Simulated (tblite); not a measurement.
Isomers of C2H9ClSi3. Calculated harmonic vibrations of the isolated species, GFN2-xTB (tblite), most abundant isotopes, no scaling. The method is semi-empirical: single wavenumbers can be off by several per cent or more. Modes of hydrogen on silicon can be 10 to 20 % off. One conformer each.

Electronic energies: GFN2-xTB at the same geometries; isomer energies are rough at this level and their order can be wrong.

```
                         SMILES  electronic energy, lowest = 0 (kJ/mol)
     C=C[SiH2][Si@@H]([SiH3])Cl                                    32.1
C[C@H]1[SiH2][Si@@H](Cl)[SiH2]1                                     0.0
   Cl[C@H]1[SiH2]C[SiH2][SiH2]1                                    69.0
```

**Question.** How do GFN2-xTB zero-point energies change the relative energies?

**Answer.** 
| SMILES | ZPE (kJ/mol) | of it from modes above 1550 cm⁻¹ | electronic (kJ/mol) | with ZPE, lowest = 0 (kJ/mol) | lowest mode (cm⁻¹) | rings |
| --- | --- | --- | --- | --- | --- | --- |
| C[C@H]1[SiH2][Si@@H](Cl)[SiH2]1 | 253.4 | 136.8 | 0.0 | 0.0 | 27 | 1 |
| C=C[SiH2][Si@@H]([SiH3])Cl | 238.9 | 143.6 | 32.1 | 17.7 | 18i | 0 |
| Cl[C@H]1[SiH2]C[SiH2][SiH2]1 | 244.9 | 133.0 | 69.0 | 60.5 | 50 | 1 |

The zero-point energies span 14.5 kJ/mol, from `C=C[SiH2][Si@@H]([SiH3])Cl` to `C[C@H]1[SiH2][Si@@H](Cl)[SiH2]1`. Slightly imaginary modes are left out of the zero-point energy: `C=C[SiH2][Si@@H]([SiH3])Cl` 18.4i cm⁻¹. The order is unchanged.
